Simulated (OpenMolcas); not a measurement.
Pm3+: effect of the metal basis

Pm3+ with 8 ligands (fluoride) in cubic eightfold coordination (Oh) at 2.4 Å. A charge of +0.625 e stands 2.6 Å behind each ligand.

| Item | Value |
| --- | --- |
| Program | OpenMolcas 26.06 |
| Method | CASSCF |
| Spin-orbit coupling | state interaction with AMFI integrals over the reference wave functions |

Fixed: ligand basis ANO-RCC-VDZP, active space 4 electrons in 7 orbitals (4f), DKH2 Hamiltonian.

States (labels of O, the rotations of Oh). Energies in cm-1 above the lowest state or level, χT in cm3 K/mol; under a threefold ground state the first gap can be a small split of the lowest multiplet, not the spin-orbit step.

| Run | Metal basis | Ground state | First state of that spin | First gap with spin-orbit (degeneracies) | Width of lowest J | χT at 300 K | Cost |
| --- | --- | --- | --- | --- | --- | --- | --- |
| A | ANO-RCC-VDZP | 5T2 | 5E 113.2 | 214.8 (1, 3) | 441 | 0.885 | roughly 3 core-minutes |
| B | ANO-RCC-VTZP | 5T2 | 5E 105.9 | 216.1 (1, 3) | 443 | 0.882 | roughly 2.7 core-minutes |

Against A, the width of the lowest J multiplet changes by +0.5 % in B.

Costs are those of the RASSCF and RASSI steps.

High states are left out of the spin-orbit mixing, which shifts the levels that they would mix with. Without dynamic correlation the ligand-field splitting of an f shell can come out too small, at times by half. No measured value stands beside these numbers; the geometry was imposed, not optimised, and the real ion may take another.
